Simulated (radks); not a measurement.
Values are calculated unless marked as measured or tabulated.
All-electron atom: Si4+ in 1s1.5 2s2 2p6 3s0.5 (fractional occupations, a model configuration). Level of theory: Dirac Kohn-Sham, BLYP, spin-unpolarised, spherical densities, finite nucleus; Fermi nuclear charge, rms radius 3.1224 fm (a radial shooting solver on a logarithmic mesh with Libxc functionals).

Normalised radial functions P(r) = r R(r) (large component), r in bohr:

r          2p3/2    3s1/2
0.004521  0.0019   0.0448
0.005747  0.0030   0.0559
0.007247  0.0048   0.0689
0.009213  0.0076   0.0850
0.01162   0.0119   0.1034
0.01477   0.0187   0.1253
0.01863   0.0290   0.1490
0.02368   0.0452   0.1753
0.02986   0.0689   0.2006
0.03796   0.1053   0.2236
0.04788   0.1565   0.2385
0.06086   0.2317   0.2399
0.07676   0.3315   0.2201
0.0968    0.4624   0.1717
0.1231    0.6313   0.0855
0.1552    0.8209  -0.0329
0.1973    1.0264  -0.1808
0.2488    1.2049  -0.3233
0.3163    1.3274  -0.4286
0.3989    1.3463  -0.4428
0.5071    1.2406  -0.3279
0.6395    1.0277  -0.0853
0.8129    0.7390   0.2597
1.025     0.4587   0.5950
1.303     0.2288   0.8256
1.644     0.0913   0.8494
2.073     0.0268   0.6804
2.635     0.0050   0.4088
3.323     0.0006   0.1813
4.224     0.0000   0.0517
5.327     0.0000   0.0095

2p3/2: eigenvalue -164.28 eV, 0 radial nodes, <r> = 0.506 bohr, 90 % of the charge inside 0.847 bohr. 3s1/2: eigenvalue -54.447 eV, 2 radial nodes at r = 0.146, 0.682 bohr, <r> = 1.68 bohr, 90 % of the charge inside 2.48 bohr.
